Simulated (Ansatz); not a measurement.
Sr₄⁻. Charge -1, multiplicity 4. Geometry r2SCAN/def2-TZVPD; atoms count from 1.

```xyz
4

Sr   -1.5989    1.9245    0.3074
Sr    1.3175   -0.0620    2.1483
Sr   -1.1678   -2.1409   -0.4604
Sr    1.4493    0.2785   -1.9953
```

In the def2 sets Sr takes a core potential; there is no spin–orbit coupling. The charge -1 quartet is spin-contaminated (final ⟨S²⟩ up to 3.90, 3.75 for a pure state). The highest occupied level of the charge -1 quartet lies above zero (up to 0.01 eV). It is a level of α spin, whose loss leaves a triplet; that state wasn't run at this geometry and level. The electron is either unbound and held by the finite basis, or the level is raised by self-interaction error. The geometry of the quartet was relaxed on an unsound state (⟨S²⟩ 4.07, where a pure state has 3.75). At PBE0/def2-TZVPD a doublet of charge -1 lies 0.88 eV below the quartet, each at its own geometry. The structure comes from a short search, and lower isomers may exist.

Problem. Estimate the Mulliken populations from the PBE0/def2-TZVPD orbitals of Ansatz.

Solution. 
```csv
atom,charge (e),spin (α − β)
Sr1,-0.27,1.04
Sr2,-0.27,1.04
Sr3,-0.23,0.46
Sr4,-0.23,0.46
```
Mulliken values and Mayer orders depend strongly on the basis. With diffuse functions, as here, like atoms can get unlike values, and bond orders can come out too low or too high.

Problem. Where does the spin sit?

Solution. Summed by element: Sr 3.00, of 3 unpaired in all. Largest on single atoms: Sr1 1.04, Sr2 1.04, Sr3 0.46.

Problem. And the Mayer bond orders between bonded heavy atoms (over 0.3)?

Solution. Sr1–Sr2 0.79 (3.98 Å); Sr1–Sr3 0.63 (4.16 Å); Sr1–Sr4 0.63 (4.16 Å); Sr2–Sr3 0.63 (4.16 Å); Sr2–Sr4 0.63 (4.16 Å); Sr3–Sr4 0.88 (3.88 Å).
